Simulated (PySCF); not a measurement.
**`F[C@H]1C[C@H](CC)[S@]1=O`, C5H9FOS**

Molfile (atoms numbered from 1):
```
C5H9FOS
     RDKit          3D

 17 17  0  0  0  0  0  0  0  0999 V2000
    2.3523   -0.1512    0.1104 C   0  0  0  0  0  0  0  0  0  0  0  0
    1.1602    0.0750   -0.8119 C   0  0  0  0  0  0  0  0  0  0  0  0
   -0.0848    0.3800   -0.0091 C   0  0  1  0  0  0  0  0  0  0  0  0
   -1.4325    0.3682   -0.7307 C   0  0  0  0  0  0  0  0  0  0  0  0
   -2.2233   -0.3267    0.3680 C   0  0  2  0  0  0  0  0  0  0  0  0
   -2.8165    0.5499    1.2190 F   0  0  0  0  0  0  0  0  0  0  0  0
   -0.6176   -1.0188    1.1290 S   0  0  0  0  0  4  0  0  0  0  0  0
   -0.4901   -0.6140    2.5183 O   0  0  0  0  0  0  0  0  0  0  0  0
    2.5666    0.7460    0.6863 H   0  0  0  0  0  0  0  0  0  0  0  0
    2.1375   -0.9595    0.8073 H   0  0  0  0  0  0  0  0  0  0  0  0
    3.2378   -0.4128   -0.4628 H   0  0  0  0  0  0  0  0  0  0  0  0
    0.9882   -0.8205   -1.4144 H   0  0  0  0  0  0  0  0  0  0  0  0
    1.3681    0.9026   -1.4956 H   0  0  0  0  0  0  0  0  0  0  0  0
    0.0399    1.2652    0.6148 H   0  0  0  0  0  0  0  0  0  0  0  0
   -1.3998   -0.2514   -1.6264 H   0  0  0  0  0  0  0  0  0  0  0  0
   -1.8248    1.3513   -0.9921 H   0  0  0  0  0  0  0  0  0  0  0  0
   -2.9682   -1.0711    0.0801 H   0  0  0  0  0  0  0  0  0  0  0  0
  1  2  1  0
  2  3  1  0
  3  4  1  0
  4  5  1  0
  5  6  1  0
  7  5  1  6
  7  8  2  0
  7  3  1  0
  1  9  1  0
  1 10  1  0
  1 11  1  0
  2 12  1  0
  2 13  1  0
  3 14  1  1
  4 15  1  0
  4 16  1  0
  5 17  1  6
M  END
```

Method: PySCF, TDDFT BHandHLYP/def2-SVPD circular dichroism and optical rotation, one conformer, gas phase. Geometry: GFN2-xTB.

The molecule is flexible and this is one conformer; a measurement averages over conformers. States above about 8.1 eV (minus the energy of the highest occupied orbital) lie near or above the ionisation threshold and depend on the basis.

Task: Draw the ECD and absorption spectra from the lowest 12 states, each a Gaussian of half-width 0.2 eV at 1/e height.

Result: 
```csv
E (eV),λ (nm),Δε (L mol⁻¹ cm⁻¹),ε (L mol⁻¹ cm⁻¹)
5.01,248,+0.02,4.17
5.16,240,+0.40,101
5.31,234,+3.07,800
5.46,227,+6.58,2130
5.61,221,-2.22,2320
5.76,215,-15.82,1710
5.91,210,-11.18,852
6.06,205,-2.37,171
6.21,200,-0.15,21.9
6.36,195,-0.02,135
6.51,191,-1.36,813
6.66,186,-7.26,2530
6.81,182,-8.51,3810
6.96,178,+8.28,4020
7.11,174,+20.04,4140
7.26,171,+12.16,3170
7.41,167,+5.22,3170
7.56,164,+1.74,2400
7.71,161,+0.59,1260
7.86,158,-2.19,2060
8.01,155,-15.53,5530
8.16,152,-31.43,8690
```
Δε uses R in velocity form, ε uses f in length form. Only the states computed contribute, so the short-wavelength end is incomplete.

The sign of the CD band at 188 nm isn't settled: the length form gives the opposite one.
